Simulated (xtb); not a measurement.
xtb input (GFN1-xTB):

```bash
xtb mol.xyz --gfn 1 --sp --chrg -1 --uhf 0
```
mol.xyz:
```
11

C      2.22536342    -0.31532606     0.49941877
C      1.05911302    -0.07143615     0.25384684
B     -0.44395896     0.17847638    -0.07588493
C     -1.02834165     1.49968584     0.04745350
C     -1.26676487    -1.12769200    -0.55290991
H      3.24663901    -0.50394975     0.71959085
H     -0.47340988     2.37995832     0.36904229
H     -2.07672273     1.70486693    -0.17618842
H     -1.26084325    -1.92062712     0.20723492
H     -0.83850899    -1.57832220    -1.45852056
H     -2.31357883    -0.88569790    -0.76858960
```

Output:

```
           -------------------------------------------------
          |                Calculation Setup                |
           -------------------------------------------------

           -------------------------------------------------
          |                 G F N 1 - x T B                 |
           -------------------------------------------------

        Reference                      10.1021/acs.jctc.7b00118
      * Hamiltonian:
        H0-scaling (s, p, d)           1.850000    2.250000    2.000000
        zeta-weighting                 0.000000
      * Dispersion:
        s8                             2.400000
        a1                             0.630000
        a2                             5.000000
        s9                             0.000000
      * Repulsion:
        kExp                           1.500000
        rExp                           1.000000
      * Coulomb:
        alpha                          2.000000
        third order                    atomic
        anisotropic                    false
      * Halogen bond correction:
        rad-scale                      1.300000
        damping                        0.440000

          ...................................................
          :                      SETUP                      :
          :.................................................:
          :  # basis functions                  32          :
          :  # atomic orbitals                  32          :
          :  # shells                           22          :
          :  # electrons                        26          :
          :  # halogen bonds                     0          :
          :  max. iterations                   250          :
          :  Hamiltonian                  GFN1-xTB          :
          :  restarted?                      false          :
          :  GBSA solvation                  false          :
          :  PC potential                    false          :
          :  electronic temp.          300.0000000     K    :
          :  accuracy                    1.0000000          :
          :  -> integral cutoff          0.2500000E+02      :
          :  -> integral neglect         0.1000000E-07      :
          :  -> SCF convergence          0.1000000E-05 Eh   :
          :  -> wf. convergence          0.2000000E-04 e    :
          :  Broyden damping             0.4000000          :
          :  net charge                         -1          :
          :  unpaired electrons                  0          :
          ...................................................

 iter      E             dE          RMSdq      gap      omega  full diag
   1    -13.4867729 -0.134868E+02  0.995E+00    4.33       0.0  T
   2    -13.5109392 -0.241664E-01  0.591E+00    3.59       1.0  T
   3    -13.5101486  0.790627E-03  0.889E-01    3.43       1.0  T
   4    -13.5122066 -0.205799E-02  0.154E-01    3.51       1.0  T
   5    -13.5122608 -0.542302E-04  0.711E-02    3.51       1.0  T
   6    -13.5122692 -0.837288E-05  0.390E-03    3.51       7.7  T
   7    -13.5122693 -0.664796E-07  0.233E-03    3.51      12.9  T
   8    -13.5122693 -0.133363E-07  0.435E-04    3.51      69.4  T
   9    -13.5122693 -0.129412E-08  0.757E-05    3.51     398.6  T
  10    -13.5122693 -0.752998E-11  0.308E-05    3.51     977.9  T

   *** convergence criteria satisfied after 10 iterations ***

         #    Occupation            Energy/Eh            Energy/eV
      -------------------------------------------------------------
         1        2.0000           -0.4235783             -11.5262
       ...           ...                  ...                  ...
         7        2.0000           -0.3174647              -8.6387
         8        2.0000           -0.2893347              -7.8732
         9        2.0000           -0.2559403              -6.9645
        10        2.0000           -0.2529951              -6.8843
        11        2.0000           -0.2422684              -6.5925
        12        2.0000           -0.2252673              -6.1298
        13        2.0000           -0.1522876              -4.1440 (HOMO)
        14                         -0.0231633              -0.6303 (LUMO)
        15                          0.0071555               0.1947
        16                          0.0624814               1.7002
        17                          0.0806474               2.1945
        18                          0.1017418               2.7685
       ...                                ...                  ...
        32                          1.5167856              41.2738
      -------------------------------------------------------------
                  HL-Gap            0.1291243 Eh            3.5137 eV
             Fermi-level           -0.0877254 Eh           -2.3871 eV

 SCC (total)                   0 d,  0 h,  0 min,  0.007 sec
 SCC setup                      ...        0 min,  0.000 sec (  0.963%)
 Dispersion                     ...        0 min,  0.000 sec (  0.628%)
 classical contributions        ...        0 min,  0.000 sec (  0.245%)
 integral evaluation            ...        0 min,  0.002 sec ( 29.848%)
 iterations                     ...        0 min,  0.002 sec ( 23.944%)
 molecular gradient             ...        0 min,  0.003 sec ( 42.809%)
 printout                       ...        0 min,  0.000 sec (  1.408%)

         :::::::::::::::::::::::::::::::::::::::::::::::::::::
         ::                     SUMMARY                     ::
         :::::::::::::::::::::::::::::::::::::::::::::::::::::
         :: total energy             -13.255116459593 Eh    ::
         :: gradient norm              0.026019172917 Eh/a0 ::
         :: HOMO-LUMO gap              3.513651951447 eV    ::
         ::.................................................::
         :: SCC energy               -13.512269284887 Eh    ::
         :: -> electrostatic           0.109376419046 Eh    ::
         :: repulsion energy           0.260460525931 Eh    ::
         :: dispersion energy         -0.003307700636 Eh    ::
         :: halogen bond corr.         0.000000000000 Eh    ::
         :: add. restraining           0.000000000000 Eh    ::
         :: total charge              -1.000000000000 e     ::
         :::::::::::::::::::::::::::::::::::::::::::::::::::::

           -------------------------------------------------
          |                Property Printout                |
           -------------------------------------------------

    * Orbital Energies and Occupations

         #    Occupation            Energy/Eh            Energy/eV
      -------------------------------------------------------------
         1        2.0000           -0.4235783             -11.5262
         2        2.0000           -0.4185138             -11.3883
         3        2.0000           -0.3794758             -10.3261
         4        2.0000           -0.3697529             -10.0615
         5        2.0000           -0.3351444              -9.1197
         6        2.0000           -0.3193046              -8.6887
         7        2.0000           -0.3174647              -8.6387
         8        2.0000           -0.2893347              -7.8732
         9        2.0000           -0.2559403              -6.9645
        10        2.0000           -0.2529951              -6.8843
        11        2.0000           -0.2422684              -6.5925
        12        2.0000           -0.2252673              -6.1298
        13        2.0000           -0.1522876              -4.1440 (HOMO)
        14                         -0.0231633              -0.6303 (LUMO)
        15                          0.0071555               0.1947
        16                          0.0624814               1.7002
Note: The following floating-point exceptions are signalling: IEEE_DENORMAL
normal termination of xtb
        17                          0.0806474               2.1945
        18                          0.1017418               2.7685
        19                          0.1109423               3.0189
        20                          0.1301576               3.5418
        21                          0.1319139               3.5896
        22                          0.1671985               4.5497
        23                          0.3044746               8.2852
        24                          0.3619146               9.8482
       ...                                ...                  ...
        32                          1.5167856              41.2738
      -------------------------------------------------------------
                  HL-Gap            0.1291243 Eh            3.5137 eV
             Fermi-level           -0.0877254 Eh           -2.3871 eV

  Mulliken/CM5 charges         n(s)   n(p)   n(d)
     1C    -0.22774 -0.27604   1.084  3.143  0.000
     2C    -0.08044 -0.02156   1.204  2.877  0.000
     3B    -0.04943 -0.28916   0.981  2.068  0.000
     4C    -0.34389 -0.35773   1.037  3.307  0.000
     5C    -0.15302 -0.23942   1.019  3.134  0.000
     6H    -0.00952  0.04441   1.010  0.000  0.000
     7H    -0.03452  0.02143   1.035  0.000  0.000
     8H    -0.03774  0.01798   1.038  0.000  0.000
     9H    -0.02269  0.03172   1.023  0.000  0.000
    10H    -0.02269  0.03172   1.023  0.000  0.000
    11H    -0.01832  0.03666   1.018  0.000  0.000

Wiberg/Mayer (AO) data.
largest (>0.10) Wiberg bond orders for each atom

 ---------------------------------------------------------------------------
     #   Z sym  total        # sym  WBO       # sym  WBO       # sym  WBO
 ---------------------------------------------------------------------------
     1   6 C    3.971 --     2 C    2.852     6 H    0.985     4 C    0.104
     2   6 C    3.906 --     1 C    2.852     3 B    0.992
     3   5 B    3.700 --     4 C    1.744     2 C    0.992     5 C    0.932
     4   6 C    3.879 --     3 B    1.744     7 H    0.984     8 H    0.983
                             1 C    0.104
     5   6 C    3.942 --    11 H    0.989    10 H    0.983     9 H    0.983
                             3 B    0.932
     6   1 H    1.000 --     1 C    0.985
     7   1 H    1.008 --     4 C    0.984
     8   1 H    1.007 --     4 C    0.983
     9   1 H    1.013 --     5 C    0.983
    10   1 H    1.013 --     5 C    0.983
    11   1 H    1.011 --     5 C    0.989
 ---------------------------------------------------------------------------

Topologies differ in total number of bonds
Writing topology from bond orders to xtbtopo.mol

 dipole moment from electron density (au)
     X       Y       Z
   0.3556  -0.8254  -0.0795  total (Debye):    2.293

           -------------------------------------------------
          | TOTAL ENERGY              -13.255116459593 Eh   |
          | GRADIENT NORM               0.026019172917 Eh/α |
          | HOMO-LUMO GAP               3.513651951447 eV   |
           -------------------------------------------------

------------------------------------------------------------------------
------------------------------------------------------------------------
 total:
 SCF:
```

It need not be the lowest isomer of its formula. Whether it binds its extra electron was not tested at this geometry.
